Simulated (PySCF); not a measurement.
Constitutional and geometric isomers with formula C2H3B. All species are isolated molecules in the gas phase. Strings in code marks are SMILES.

Quantity: electronic energy of isomers of C2H3B relative to `B1C=C1`, in eV.

Case: `BC#C`. Geometry of `BC#C` (neutral, multiplicity 1, Å):

```xyz
6

B     -1.1258    -0.1248    -0.0245
C      0.3652     0.0401     0.0083
C      1.5671     0.1735     0.0344
H     -1.7252    -0.3158     0.9896
H     -1.7074    -0.0642    -1.0649
H      2.6262     0.2912     0.0572
```

Problem. Give the electronic energy of isomers of C2H3B relative to `B1C=C1` at the level B3LYP/6-311+G** // PBE0-D3(BJ)/def2-TZVP (PySCF).

Solution. 0.368 eV.
